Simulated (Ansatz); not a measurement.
Process, species as SMILES: [Ga][Cl] (Cl-Ga) (closed-shell singlet) → Cl atom + Ga atom
B3LYP-D3(BJ)/def2-TZVP geometries, fixed; electronic energies without zero-point terms.
Largest species:
```
Ga
Cl 1 2.2389
```

Basis-set convergence of the atomisation energy at CCSD(T) with Ansatz (a quantum-chemistry and plane-wave program). Cartesian d functions, on some or all atoms, in 3-21G, 6-31G, 6-31G**; all else is spherical. Cores are frozen (with 3d on Ga to Br). Open shells are unrestricted. No added dispersion term, no relativity. Functions are those of the species that has most. Reference: Hartree-Fock in aug-cc-pV(Q+d)Z plus the correlation part extrapolated as X^-3 from aug-cc-pV(T+d)Z and aug-cc-pV(Q+d)Z, 113.40 kcal/mol, itself unsure by roughly 0.57 kcal/mol (a third of the extrapolation step and of the last Hartree-Fock step).

| basis | functions | atomisation energy (kcal/mol) |
|---|---|---|
| pcseg-0 | 35 | … |
| 3-21G | 36 | 101.06 |
| 6-31G | 42 | … |
| 6-31G** | 54 | … |
| aug-pcseg-2 | 109 | 109.27 |
| cc-pV(Q+d)Z | 132 | 111.11 |
| def2-QZVPP | 159 | 111.26 |
| def2-QZVPPD | 174 | … |
| aug-cc-pV(Q+d)Z | 182 | 111.70 |

**Question.** What belongs in the gaps?

**Answer.** 
- pcseg-0, atomisation energy (kcal/mol): 94.13
- 6-31G, atomisation energy (kcal/mol): 93.79
- 6-31G**, atomisation energy (kcal/mol): 102.24
- def2-QZVPPD, atomisation energy (kcal/mol): 111.33
